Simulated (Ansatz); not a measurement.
C2H7GeNO. The species carries charge 0 and has multiplicity 1. The bonds changed during the relaxation, so this is another structure than the one it started from.

Cartesian coordinates in Å:
```
C 2.2399 0.7492 -0.4683
Ge 0.4042 1.2138 -1.1272
O -0.4572 -0.4623 -0.0618
C -1.5123 -0.2519 0.5276
N -2.1656 -1.1927 1.2011
H 2.9651 1.2233 -1.1388
H 2.4143 1.1342 0.5385
H 2.4251 -0.3264 -0.4842
H 0.4837 0.2819 -2.4225
H -1.9748 0.7447 0.5247
H -1.7960 -2.1291 1.2369
H -3.0265 -0.9847 1.6739
```

Question: What are the harmonic wavenumbers in cm⁻¹ at PBE0-D4/def2-TZVP (Ansatz, finite differences of forces, unscaled)? (Estimate.)

Answer: The calculation gave: 45, 109, 129, 148, 180, 231, 413, 540, 586, 608, 632, 680, 690, 870, 1081, 1093, 1221, 1334, 1411, 1443, 1454, 1629, 1766, 1882, 3036, 3058, 3117, 3141, 3607, 3743.

Question: Is this a minimum?

Answer: Yes, all 30 modes are real.

Question: Give the ideal-gas thermochemistry at 298.15 K and 1 bar (rigid rotor, harmonic oscillator; point group C1, symmetry number 1).

Answer: Zero-point energy 238.5 kJ/mol; H(298) − E = 262.5 kJ/mol; entropy 377.2 J/(mol·K), of which translation 169.9, rotation 115.1, vibration 92.2; G(298) − E = 150.0 kJ/mol. Modes under 100 cm⁻¹ are hindered rotations or soft bends, so the harmonic entropy is rough.

Question: And at 400, 500, 600, 800 and 1000 K?

Answer: 
```json
{"T (K)": "400", "H − E (kJ/mol)": "275.8", "S (J/mol/K)": "415.4", "G − E (kJ/mol)": "109.6"}
{"T (K)": "500", "H − E (kJ/mol)": "290.8", "S (J/mol/K)": "448.8", "G − E (kJ/mol)": "66.4"}
{"T (K)": "600", "H − E (kJ/mol)": "307.4", "S (J/mol/K)": "479.1", "G − E (kJ/mol)": "20.0"}
{"T (K)": "800", "H − E (kJ/mol)": "344.6", "S (J/mol/K)": "532.4", "G − E (kJ/mol)": "-81.3"}
{"T (K)": "1000", "H − E (kJ/mol)": "385.8", "S (J/mol/K)": "578.3", "G − E (kJ/mol)": "-192.5"}
```
